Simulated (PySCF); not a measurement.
Species: C₄H₈OSi.
Geometry (PBE0-D3(BJ)/def2-SVP, Å), atoms numbered from 1 in this order:
```xyz
14
C4H8OSi angstrom
C      2.2504    1.0481   -0.1566
C      1.7072   -0.1431    0.1149
C      0.2756   -0.4314    0.0193
C     -0.2333   -1.6459    0.2994
O     -0.4714    0.6281   -0.3716
Si    -2.1333    0.6645   -0.6152
H      1.6230    1.8849   -0.4723
H      3.3265    1.2130   -0.0698
H      2.3341   -0.9818    0.4314
H     -1.3007   -1.8685    0.2313
H      0.4307   -2.4530    0.6085
H     -2.8553    0.3490    0.6526
H     -2.4270    2.0533   -1.0540
H     -2.5278   -0.3182   -1.6672
```

The closed-shell ground state was solved at several levels (PySCF, density fitting, gas phase, non-relativistic).

| level | basis functions | HOMO (eV) | LUMO (eV) | gap (eV) | dipole (D) |
| --- | --- | --- | --- | --- | --- |
| PBE0/cc-pVTZ | 296 | -6.57 | -0.77 | 5.80 | 0.37 |
| HF/pcSseg-1 | 149 | -8.74 | 3.03 | 11.77 | 0.40 |
| PBE0/6-31G* | 104 | -6.29 | -0.38 | 5.91 | 0.50 |
| LDA/pcSseg-1 | 149 | -5.77 | -1.92 | 3.85 | 0.61 |
| PBE0/6-31G | 74 | -6.27 | -0.32 | 5.95 | 0.97 |
| PBE0/aug-cc-pVDZ | 214 | -6.59 | -0.88 | 5.71 | 0.44 |
| PBE0/pcSseg-1 | 149 | -6.60 | -0.77 | 5.83 | 0.53 |
| BLYP/pcSseg-1 | 149 | -5.40 | -1.54 | 3.86 | 0.55 |
| wB97X-D/def2-SVPD | 191 | -8.41 | 0.90 | 9.31 | 0.44 |

(1) Estimate the row for PBE0/6-311+G(2d,p), a basis of 218 functions; the other rows only guide the guess.

(2) How much does the basis alone move the frontier levels among the 6 PBE0 rows (the withheld one included)?

(3) In the pcSseg-1 basis, how does the gap go with the fixed share of exact exchange?

(4) How far do the dipole and the HOMO energy spread over the levels?

Answers

(1) HOMO -6.61 eV, LUMO -0.89 eV, gap 5.72 eV, dipole 0.44 D.

(2) The HOMO by 0.34 eV and the LUMO by 0.57 eV. By rising basis size (HOMO, LUMO in eV): 6-31G -6.27, -0.32; 6-31G* -6.29, -0.38; pcSseg-1 -6.60, -0.77; aug-cc-pVDZ -6.59, -0.88; 6-311+G(2d,p) -6.61, -0.89; cc-pVTZ -6.57, -0.77.

(3) LDA (0 %) 3.85 eV; BLYP (0 %) 3.86 eV; PBE0 (25 %) 5.83 eV; HF (100 %) 11.77 eV. Each rise in the share widens the gap here.

(4) The dipole runs from 0.37 to 0.97 D (mean 0.53 D) and the HOMO from -8.74 to -5.40 eV.

One conformer stands for the species.
